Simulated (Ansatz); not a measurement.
Program: Ansatz. Geometries: PBE0-D4/def2-TZVP. ΔE: electronic, gas phase. CCSD(T)/CBS is the MP2 limit (def2-TZVPP, def2-QZVPP) plus CCSD(T) − MP2 in def2-TZVPP, frozen cores. This one scheme is used for every species. Functionals use def2-TZVPP. B3LYP here is the variant with VWN-RPA as its local correlation; programs differ in this. For Br outer-core shells are correlated without core-valence functions, which leaves a few kJ/mol of doubt a bond. Scalar relativity is left out up to krypton. Each species was taken in one conformer, which may not be the lowest.

Consider the formal hydrolysis of the Si–Br bond: `N[Si](N)(Br)Br` + H₂O → `N[Si](N)(O)Br` + HBr.

CCSD(T)/CBS gives -10.9 kJ/mol.

**Question.** Another level gave -7.4 kJ/mol. Which?
A. PBE-D4/def2-TZVPP
B. B3LYP/def2-TZVPP
C. MP2/def2-TZVPP
D. B3LYP-D4/def2-TZVPP

**Answer.** A. PBE-D4 -7.4, B3LYP-D4 -17.1, B3LYP -23.4, MP2/def2-TZVPP -11.9 kJ/mol.

Largest T1 diagnostic among the species: 0.009.

The D4 term adds +6.2 kJ/mol with B3LYP and +3.3 kJ/mol with PBE0; it sums over pairs of atoms, weighted by their polarisabilities, and B3LYP, whose exchange is more repulsive, gets the larger term. At CCSD(T), def2-SVP lies −8.8 kJ/mol from the extrapolated value and def2-TZVPP −8.4 kJ/mol.

CCSD(T)/CBS has its own doubt, a few kJ/mol and more with outer-core shells, so smaller differences from it don't rank the levels.
